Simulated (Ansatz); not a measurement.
`N[SiH2][S][GeH3]` + `[SiH3]S` → `N[SiH2]S[SiH3]` + `[SH][GeH3]`  (ligand exchange at the Si–S bond)

Program: Ansatz. Geometries: PBE0-D4/def2-TZVP. ΔE: electronic, gas phase. CCSD(T)/CBS adds triple-zeta CCSD(T) − MP2 to the extrapolated MP2 energy (def2 sets, frozen cores). DFT in def2-TZVPP. B3LYP here is the variant with VWN-RPA as its local correlation; programs differ in this. For Ge outer-core shells are correlated without core-valence functions, which leaves a few kJ/mol of doubt a bond. Scalar relativity is left out up to krypton. One conformer a species, not always the lowest.

```json
{"level": "PBE-D4", "ΔE (kJ/mol)": "-1.0", "difference from CCSD(T)/CBS": "-2.0"}
{"level": "r2SCAN-D4", "ΔE (kJ/mol)": "-0.6", "difference from CCSD(T)/CBS": "-1.6"}
{"level": "PBE0-D4", "ΔE (kJ/mol)": "-0.9", "difference from CCSD(T)/CBS": "-1.9"}
{"level": "B3LYP-D4", "ΔE (kJ/mol)": "-0.6", "difference from CCSD(T)/CBS": "-1.6"}
{"level": "ωB97X-V", "ΔE (kJ/mol)": "-0.4", "difference from CCSD(T)/CBS": "-1.4"}
{"level": "PBE", "ΔE (kJ/mol)": "-1.0", "difference from CCSD(T)/CBS": "-2.0"}
{"level": "r2SCAN", "ΔE (kJ/mol)": "-0.6", "difference from CCSD(T)/CBS": "-1.6"}
{"level": "B3LYP", "ΔE (kJ/mol)": "-0.6", "difference from CCSD(T)/CBS": "-1.6"}
{"level": "HF/def2-TZVPP", "ΔE (kJ/mol)": "0.0", "difference from CCSD(T)/CBS": "-1.0"}
{"level": "MP2/def2-TZVPP", "ΔE (kJ/mol)": "0.9", "difference from CCSD(T)/CBS": "-0.1"}
{"level": "CCSD/def2-TZVPP", "ΔE (kJ/mol)": "0.7", "difference from CCSD(T)/CBS": "-0.3"}
{"level": "MP2/def2-QZVPP", "ΔE (kJ/mol)": "0.9", "difference from CCSD(T)/CBS": "-0.1"}
{"level": "SCS-MP2/def2-QZVPP", "ΔE (kJ/mol)": "0.7", "difference from CCSD(T)/CBS": "-0.3"}
{"level": "HF/CBS(def2)", "ΔE (kJ/mol)": "-0.3", "difference from CCSD(T)/CBS": "-1.3"}
{"level": "MP2/CBS(def2)", "ΔE (kJ/mol)": "1.1", "difference from CCSD(T)/CBS": "0.1"}
{"level": "CCSD/CBS(def2)", "ΔE (kJ/mol)": "0.9", "difference from CCSD(T)/CBS": "-0.1"}
{"level": "CCSD(T)/CBS", "ΔE (kJ/mol)": "1.0", "difference from CCSD(T)/CBS": "0"}
```

Largest T1 diagnostic among the species: 0.011.
